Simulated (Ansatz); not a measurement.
**A basis-limit estimate, worked out**

An elementary step of SiNH7O2, closed shell (SiNH₅O ([NH2][SiH2][OH]) + H₂O → SiH₄O₂ ([OH][SiH2][OH]) + NH₃ (still joined by a long Si–N bond); bonds formed: Si1–O7, N2–H6; bonds broken: H6–O7; bonds weakened to dative contacts: Si1–N2). “Start” is the structure reached by relaxing down from the saddle towards the reactants; PBE0-D4/def2-TZVP structures. The saddle:

Si1  (-0.597, 0.541, -0.148)
N2  (-0.292, -1.221, 0.393)
H3  (-0.658, 0.603, -1.634)
H4  (-2.049, 0.632, 0.225)
O5  (-0.056, 1.723, 0.856)
H6  (0.818, -0.959, 0.021)
O7  (1.432, 0.101, -0.413)
H8  (-0.436, -1.393, 1.381)
H9  (-0.793, -1.921, -0.140)
H10  (0.902, 1.800, 0.784)
H11  (1.730, 0.093, -1.324)
(Å)

Ansatz 0.2.0; basis: def2-TZVPP and def2-QZVPP; cores frozen in the correlated methods.

Energies in eV:

| quantity | saddle | start |
| --- | --- | --- |
| Hartree–Fock, triple zeta (X = 3) | -13532.73018 | -13534.38909 |
| Hartree–Fock, quadruple zeta (X = 4) | -13533.25854 | -13534.92788 |
| MP2 correlation, X = 3 | -23.83701 | -23.28851 |
| MP2 correlation, X = 4 | -25.66674 | -25.11251 |
| CCSD(T) correlation, X = 3 | -25.40807 | -24.91699 |

Task: Work out the barrier at the basis limit: extrapolate Hartree–Fock as E(X) = E∞ + A exp(−7.88 √X) and the MP2 correlation as E(X) = E∞ + B X^−2.97 (the exponents that Neese and Valeev fitted for def2-TZVPP and QZVPP), then add CCSD(T) − MP2 in triple zeta.

Result: Each step is linear, so take the differences first (saddle − start): Hartree–Fock 1.65891 (X = 3) and 1.66934 (X = 4); MP2 correlation -0.54850 and -0.55423; CCSD(T) correlation -0.49108.
Two points give E∞ = E(4) + w [E(4) − E(3)], with w = 1/(exp(7.88 (2 − √3)) − 1) = 0.1377 for Hartree–Fock and w = 1/((4/3)^2.97 − 1) = 0.7407 for the correlation.
Hartree–Fock: 1.66934 + 0.1377 × 0.01043 = 1.6708 eV.
MP2 correlation: -0.55423 + 0.7407 × (-0.00573) = -0.5585 eV.
CCSD(T) − MP2: -0.49108 − (-0.54850) = 0.0574 eV.
Sum: 1.6708 + (-0.5585) + 0.0574 = 1.1697 eV, or 26.97 kcal/mol. Plain CCSD(T) in triple zeta gives 1.1678 eV, so the larger basis shifts the result by 0.0019 eV.

T1 diagnostic: at most 0.012.

The step is the kind of ligand exchange by which a precursor binds to a hydroxyl group, or is hydrolysed, in atomic layer deposition of oxides.

Labels in which every atom is bracketed show which atoms are joined, not bond orders.

For scale, one of the runs: CCSD(T)/def2-TZVPP, 233 basis functions, launched by `ansatz run in.yaml --threads 4 --pin off --events-out ev --progress --plain --max-ram 9574MiB`. Hardware: 4 CPU threads of an Arm Neoverse N1, shared host. Wall time 2.5 min; peak host memory 4.2 GiB.
